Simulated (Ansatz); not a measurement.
Geometry optimisation, Ansatz, RHF/def2-SVP.

Input:

```yaml
crystal:
  periodic: [false, false, false]
  atoms:
    - { symbol: Zr, position_ang: [0.532879, 0.016453, -0.221328] }
    - { symbol: "N", position_ang: [-0.702537, 0.317655, 2.927945] }
    - { symbol: H, position_ang: [-1.275087, 1.046405, 3.319953] }
    - { symbol: H, position_ang: [-0.694263, -0.454488, 3.574798] }
    - { symbol: O, position_ang: [1.648151, -0.108712, -1.774134] }
    - { symbol: H, position_ang: [2.115788, -0.191405, -2.584756] }
    - { symbol: O, position_ang: [-1.034109, 1.004686, -0.722912] }
    - { symbol: H, position_ang: [-1.815221, 1.467401, -0.963633] }
    - { symbol: F, position_ang: [0.156753, -1.810036, 0.255902] }
    - { symbol: O, position_ang: [1.691389, 0.957762, 1.164753] }
    - { symbol: Si, position_ang: [2.987076, 1.764034, 1.753473] }
    - { symbol: H, position_ang: [4.140067, 0.851561, 1.946639] }
    - { symbol: H, position_ang: [3.399177, 2.856443, 0.83815] }
    - { symbol: H, position_ang: [2.650001, 2.363511, 3.069364] }
    - { symbol: H, position_ang: [0.260235, 0.67243, 2.837886] }
basis:
  gaussian: { orbitals: def2-SVP }
hamiltonian:
  xc: hf
relax:
  f_tol: 0.03
  max_steps: 50
output:
  orbitals: {}
```

Run as:

```bash
$ ansatz run input.yaml --threads 4 --pin off --max-ram 5120MiB --backend cpu --events-out ev --progress --plain --runs-dir out
```

Q: Where does it end, and by what steps?

A: The forces met the threshold. The force dipped under the threshold on the way, but the program's further checks kept it going. After 12 steps the energy has fallen by 0.646 eV; H3 moved furthest, 0.98 Å. Joined: Zr1–N2 (3.40 → 2.50 Å).

```
step  energy less start (eV)  largest force component (eV/Å)  accepted
   0                  0.0000                           1.126       yes
   1                 -0.1185                           1.772       yes
   2                 -0.2740                           1.598       yes
   3                 -0.4472                           1.324       yes
   4                 -0.5500                           1.152       yes
   5                 -0.5632                           0.937       yes
   6                 -0.5860                           0.653       yes
   7                 -0.5481                           1.403        no
   8                 -0.6286                           0.102       yes
   9                 -0.6412                           0.099       yes
  10                 -0.6449                           0.026       yes
  11                 -0.6452                           0.217       yes
  12                 -0.6462                           0.015       yes
```

```xyz
15
Properties=species:S:1:pos:R:3
Zr 0.487 0.073 0.244
N -0.624 0.193 2.477
H -1.450 0.765 2.400
H -0.907 -0.729 2.770
O 1.286 -0.151 -1.502
H 1.684 -0.342 -2.330
O -1.109 1.136 -0.201
H -1.528 1.545 -0.939
F 0.218 -1.804 0.707
O 1.922 1.053 1.205
Si 3.219 1.901 1.717
H 4.423 1.038 1.798
H 3.515 3.032 0.805
H 2.963 2.458 3.071
H -0.041 0.584 3.198
```

Time of the run: 38 s on 4 threads of AMD EPYC 7R43 64-Core Processor (Zen 3), on a shared host, peak memory 0.48 GiB.
